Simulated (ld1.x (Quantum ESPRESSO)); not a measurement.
## What one change does to a pseudopotential (Au (Z = 79), PAW)

```
Element                 : gold (Au)
Generator               : ld1.x (Quantum ESPRESSO) 7.5
Type                    : PAW
Functional              : PBE
Relativity              : scalar-relativistic
Frozen core             : [Xe] 4f14
Valence charge          : 11
Reference configuration : 5d9 6s0 6p0 (charge +2)
Partial waves           : 6s (bound, empty): rcut 1.90, rcutus 2.00 bohr; 6s channel at 0.15 Ry: rcut 1.90, rcutus 2.00 bohr; 6p (bound, empty): rcut 2.05, rcutus 2.80 bohr; 6p channel at -0.7 Ry: rcut 2.05, rcutus 2.80 bohr; 5d (bound): rcut 2.00, rcutus 2.40 bohr; 5d channel at 2.95 Ry: rcut 2.00, rcutus 2.40 bohr
Local potential         : all-electron potential smoothed inside 1.75 bohr (lloc = -1)
Core correction         : Bessel-smoothed model core inside 1.00 bohr
Augmentation charge     : BESSEL, radius 1.70 bohr
```

All-electron outer shells of the reference configuration (PBE, scalar-relativistic, ld1.x):

| shell | level (eV) | outermost node (bohr) | outermost maximum (bohr) |
| --- | --- | --- | --- |
| 5p | -81.30 | 0.52 | 0.96 |
| 5d | -27.33 | 0.56 | 1.20 |
| 6s | -22.76 | 1.10 | 2.13 |
| 6p | -14.61 | 1.29 | 2.70 |

Change: reference 5d10 6s1 6p0.

Cutoffs: the cutoffs (Ry, on a coarse ladder) from which the occupation-weighted sum of valence levels, in a spherical-Bessel basis at the reference potential, stays within 10 and 1 mRy of its value at 400 Ry; they do not see the model core or the augmentation charge, which bear on the density cutoff. Errors are all-electron minus pseudo energies relative to the spin-unpolarised reference configuration.

Question: What does the change do?

Answer: Both files keep a bound ghost (s); the number of tests that count goes from 7 to 6; the range in which the s phases agree narrows (upper end at the end of the scan → 3.1); the range in which the p phases agree widens (upper end 0.3 → 2.7).

```csv
quantity,base,changed
"cutoffs, loose and tight","18 Ry, 30 Ry",not determined
bound ghosts,s,"s (p not tested, overlap not positive)"
"tests counted (converged, no solver errors)",7 of 7,6 of 7
s: phases at 3.04 bohr within 0.05 rad from the reference energy up to (Ry; the scan ends near 5),to the end of the scan,3.1
p: phases at 3.04 bohr within 0.05 rad from the reference energy up to (Ry; the scan ends near 5),0.3,2.7
d: phases at 3.04 bohr within 0.05 rad from the reference energy up to (Ry; the scan ends near 5),to the end of the scan,to the end of the scan
lowest overlap eigenvalue by channel,"s 0.56, p 0.41, d 0.74","s 0.58, p -0.10, d 0.79"
```

Changed file: the overlap operator is not positive definite in a basis up to 400 Ry (lowest eigenvalue p -0.10), so the file is unfit for use: the generalised eigenproblem breaks down once the basis is large enough, and its test numbers describe a broken file. Tests not counted: 5d9 6s1 6p1 (solver errors, printed error -2.6 eV). A true bound ghost makes a file unfit for plane-wave use even where its test errors are small: the radial tests pick states by their node count and pass the ghost by. Where a test does run into it, the solver fails or the error is huge.
